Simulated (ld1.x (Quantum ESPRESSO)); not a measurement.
# calcium (Ca), TM semilocal: configuration errors across variants

ld1.x (Quantum ESPRESSO) 7.5 input, shortened:

```
&input
   title='Ca', zed=20., rel=1, dft='PW91', iswitch=3,
   config='[Ar] 3d1 4s1 4p0'
 /
 &inputp
   pseudotype=1, tm=.true., lloc=1,
   nlcc=.false.
 /
3
4S  1  0   1.00   0.00  2.60  2.60  0.0
3D  3  2   1.00   0.00  1.95  1.95  0.0
4P  2  1   0.00   0.00  3.35  3.35  0.0
 &test
   configts(1)='3d1 4s1 4p0'
 /
```

All-electron excitation energies from the reference (eV): (1) 3d0 4s2 4p0 -2.265; (2) 3d0 4s1 4p0 4.076; (3) 3d0 4s1.5 4p0 0.255; (4) 3d0 4s0 4p1 7.117; (5) 3d1 4s0 4p0 5.401; (6) 3d0 4s0 4p2 2.698; (7) 3d0 4s1 4p1 0.164.

A semilocal file is local in each channel, so a ghost entry of none says nothing of the separable form that plane-wave codes build from it.

Tests that are not counted but printed errors over 1 eV. “wave 4s (bound): rc 2.60 bohr becomes 4s (bound): rc 1.86 bohr”: all (the test run did not reproduce the reference configuration, from which every error is measured).

1 further variants failed, have other tests or too few solved ones, and are left out.

Errors AE − PS in meV (a dash: test not solved or not reliable):

| change | (1) | (2) | (3) | (4) | (5) | (6) | (7) | bound ghosts |
| --- | --- | --- | --- | --- | --- | --- | --- | --- |
| base | +246 | +295 | +265 | +395 | +81 | +325 | +267 | none |
| wave 4s (bound): rc 2.60 bohr becomes 4s (bound): rc 1.86 bohr | – | – | – | – | – | – | – | none |
| wave 4s (bound): rc 2.60 bohr becomes 4s (bound): rc 2.14 bohr | +588 | +744 | +658 | +362 | +120 | +293 | +491 | none |
| wave 4s (bound): rc 2.60 bohr becomes 4s (bound): rc 2.44 bohr | +244 | +293 | +262 | +388 | +81 | +319 | +261 | none |
| wave 4s (bound): rc 2.60 bohr becomes 4s (bound): rc 2.72 bohr | +257 | +303 | +275 | +399 | +81 | +328 | +274 | none |
| wave 4s (bound): rc 2.60 bohr becomes 4s (bound): rc 2.84 bohr | +267 | +310 | +283 | +401 | +81 | +331 | +281 | none |
| wave 4s (bound): rc 2.60 bohr becomes 4s (bound): rc 3.10 bohr | +274 | +315 | +290 | +403 | +81 | +332 | +285 | none |
| wave 4s (bound): rc 2.60 bohr becomes 4s (bound): rc 3.62 bohr | +258 | +304 | +276 | +397 | +79 | +327 | +276 | none |
| wave 4s (bound): rc 2.60 bohr becomes 4s (bound): rc 3.98 bohr | +241 | +294 | +262 | +386 | +76 | +317 | +264 | none |

Q: Give the same row for: wave 4s (bound): rc 2.60 bohr becomes 4s (bound): rc 3.40 bohr.

A: +266, +310, +283, +400, +81, +330, +281; bound ghosts: none.
